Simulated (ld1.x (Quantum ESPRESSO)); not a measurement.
## Ranking TM potentials for Co

All share these settings but for the change named:

| Quantity | Value |
| --- | --- |
| Element | cobalt |
| Generator | ld1.x (Quantum ESPRESSO) 7.5 |
| Type | norm-conserving Troullier–Martins (Kleinman–Bylander form) |
| Functional | PBE |
| Relativity | scalar-relativistic |
| Frozen core | [Ar] |
| Valence charge | 9 |
| Reference configuration | 3d7 4s2 4p0 |
| Partial waves | 4s (bound): rc 2.10 bohr; 4p (bound, empty): rc 2.80 bohr; 3d (bound): rc 1.60 bohr |
| Local potential | all-electron potential smoothed inside 2.60 bohr (lloc = -1) |
| Core correction | none |

Cutoff: the first of the cutoffs (Ry, on a coarse ladder) from which the occupation-weighted sum of valence levels, in a spherical-Bessel basis at the reference potential, stays within 10 and 1 mRy of its value at 400 Ry; the density cutoff is not measured.

The base gives 100 Ry.

Of 11 variants that were run, those that failed, showed a ghost or another fault, or gave nearly equal values are left out.

A variant can come out equal or close to the base.

Q: Rank these variants from softest to hardest (loose cutoff).
A. wave 4s (bound): rc 2.10 bohr becomes 4s (bound): rc 2.56 bohr
B. all radii scaled by about 1.24 (s 2.60, p 3.48, d 1.98 bohr); local potential all-electron potential smoothed inside 3.22 bohr (lloc = -1)
C. core [Ne], valence charge 17; reference 3s2 3p6 3d7 4s0 4p0; waves now 3p (bound): rc 0.70 bohr; 3d (bound): rc 0.85 bohr; 3s (bound): rc 0.70 bohr; local potential the s channel
D. wave 3d (bound): rc 1.60 bohr becomes 3d (bound): rc 1.40 bohr

A: B (80 Ry), A (100 Ry), D (140 Ry), C (260 Ry).
